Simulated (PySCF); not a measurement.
```xyz
4
charge 0 multiplicity 1, angstrom
W     0.0000    0.0000   -0.1295
O     1.5976    0.0000    0.4962
O    -0.7988    1.3835    0.4962
O    -0.7988   -1.3835    0.4962
```

Method: PBE0/[W def2-TZVP with ECP60, O def2-TZVP], scalar-relativistic core potentials, density fitting, no spin–orbit coupling, PySCF.

This geometry of WO3 is a stationary point at this level.

**Question.** What is the point group?

**Answer.** C3v.

**Question.** Is it a minimum?

**Answer.** Yes: all harmonic wavenumbers are real.

**Question.** List the harmonic modes with their infrared intensities.

**Answer.** 
```
symmetry  ω (cm⁻¹)  IR (km/mol, summed over degenerate members)     type
      a1       286                                         24.1     bend
       e       348                                          4.0     bend
       e       970                                          372  stretch
      a1      1053                                          3.6  stretch
```

**Question.** Give the atomic charges and bond orders.

**Answer.** 
```tsv
atom	Mulliken	Löwdin	polar tensor	Mayer order to W1
W1	1.45	0.92	2.00	–
O2,3,4	-0.48	-0.31	-0.67	2.00
```

In C3v the vibrations span 2a1 + 2e.

Only a few start shapes were tried, so a lower isomer may exist. With an element this heavy the missing spin–orbit coupling can shift these numbers.
